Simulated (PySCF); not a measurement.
This PySCF input asks for the NMR shieldings of SMILES C=CC[Si@H](Cl)/N=C\CC#N, C6H9ClN2Si; the geometry comes from GFN2-xTB.

```python
import basis_set_exchange as bse
import numpy as np
from pyscf import gto, dft
from pyscf.prop import nmr

atoms = """
C    -3.417585   -1.049225   -1.190106
C    -2.904100   -0.194604   -0.324317
C    -1.571095    0.454849   -0.458847
Si   -0.353630   -0.192090    0.856514
Cl   -1.152954   -0.107970    2.706070
N     0.880842    1.001770    0.914124
C     2.115648    1.089218    0.785377
C     3.079001   -0.037888    0.497515
C     3.712926    0.186053   -0.776941
N     4.201013    0.376056   -1.792252
H    -2.893408   -1.327425   -2.090160
H    -4.385005   -1.498185   -1.043906
H    -3.451608    0.065085    0.572296
H    -1.171202    0.280539   -1.457711
H    -1.679732    1.533506   -0.329886
H    -0.006347   -1.593985    0.603321
H     2.580215    2.071903    0.878034
H     3.853479   -0.053497    1.270465
H     2.553737   -0.994859    0.479098
"""
names = dict.fromkeys(["C", "Si", "Cl", "N", "H"], "pcSseg-1")
basis = {el: gto.basis.parse(bse.get_basis(n, elements=[el], fmt="nwchem")) for el, n in names.items()}
mol = gto.M(atom=atoms, basis=basis, charge=0, verbose=0)
mf = dft.RKS(mol, xc="PBE0")
mf.grids.level = 2
mf.grids.alignment = dft.numint.BLKSIZE   # the property module wants whole blocks of grid points
mf.conv_tol = 1e-9
mf.kernel()

calc = nmr.RKS(mf)   # GIAO
C = mf.mo_coeff
Co = C[:, mf.mo_occ > 0]
resp = mf.gen_response(singlet=True, hermi=2)
def vind(x):   # induced exchange potential for any number of trial vectors
    d = np.einsum("pi,xij,qj->xpq", C, 2 * x.reshape(-1, C.shape[1], Co.shape[1]), Co, optimize=True)
    return np.einsum("xpq,pi,qj->xij", resp(d - d.transpose(0, 2, 1)), C, Co, optimize=True).ravel()
mo1, _ = nmr.rhf.solve_mo1(calc, with_cphf=vind)
sigma = calc.kernel(mo1)
for i, s in enumerate(sigma):   # ppm
    w = np.linalg.eigvalsh((s + s.T) / 2)
    print("%2d %-2s iso %8.1f  s11 %8.1f  s22 %8.1f  s33 %8.1f" % (i, mol.atom_pure_symbol(i), w.mean(), *w))
```

Q: Give the expected output.

A: 
```
 0 C  iso     64.1  s11    -48.5  s22     84.9  s33    156.0
 1 C  iso     47.2  s11    -75.1  s22     52.6  s33    163.9
 2 C  iso    155.8  s11    136.9  s22    156.0  s33    174.4
 3 Si iso    368.3  s11    322.2  s22    382.2  s33    400.4
 4 Cl iso    951.2  s11    865.6  s22    981.0  s33   1007.1
 5 N  iso   -132.3  s11   -458.0  s22   -162.5  s33    223.5
 6 C  iso     19.7  s11    -70.8  s22      8.9  s33    120.9
 7 C  iso    156.3  s11    140.3  s22    150.5  s33    178.1
 8 C  iso     69.6  s11    -43.9  s22    -38.6  s33    291.4
 9 N  iso    -42.4  s11   -217.3  s22   -202.3  s33    292.3
10 H  iso     26.3  s11     22.8  s22     25.5  s33     30.6
11 H  iso     26.3  s11     23.2  s22     25.3  s33     30.6
12 H  iso     25.4  s11     23.0  s22     23.7  s33     29.6
13 H  iso     29.8  s11     26.0  s22     29.5  s33     33.8
14 H  iso     29.4  s11     25.9  s22     27.8  s33     34.4
15 H  iso     26.0  s11     23.3  s22     23.7  s33     30.9
16 H  iso     23.3  s11     20.1  s22     24.3  s33     25.5
17 H  iso     28.5  s11     24.5  s22     27.9  s33     33.0
18 H  iso     28.7  s11     25.2  s22     28.7  s33     32.4
```

These numbers come from an equivalent density-fitted implementation of the same equations, which agrees with the script to about 0.01 ppm for H and up to a few tenths of a ppm for heavy atoms, so last digits may differ.

Q: Turn these shieldings into chemical shifts. References, each an isolated molecule treated in the same way: TMS for $^{13}$C (σ = 186.93 ppm), $^{29}$Si (σ = 349.16 ppm), $^{1}$H (σ = 31.72 ppm); HCl for $^{35}$Cl (σ = 949.78 ppm); $^{15}$N (σ = 267.73 ppm) vs NH3.

A: Averaging equivalent atoms: C 6: 167.2; C 1: 139.8; C 0: 122.8; C 8: 117.3; C 2: 31.1; C 7: 30.6; Si 3: -19.1; Cl 4: -1; N 5: 400.0; N 9: 310.2; H 16: 8.40; H 12: 6.29; H 15: 5.74; H 10: 5.42; H 11: 5.37; H 17: 3.23; H 18: 2.97; H 14: 2.35; H 13: 1.92 ppm. Experimental scales use liquid or dissolved standards, which lie at an offset from isolated NH3 (liquid NH3: subtract about 20 ppm). Unscaled 15N shifts of sp2 nitrogen come out 20 to 40 ppm too high even then.

Size and cost of the density-fitted run: 229 basis functions, 3 min wall time (2.7 min CPU) on 1 thread of an Intel Xeon, shared host; peak memory 1.1 GiB.
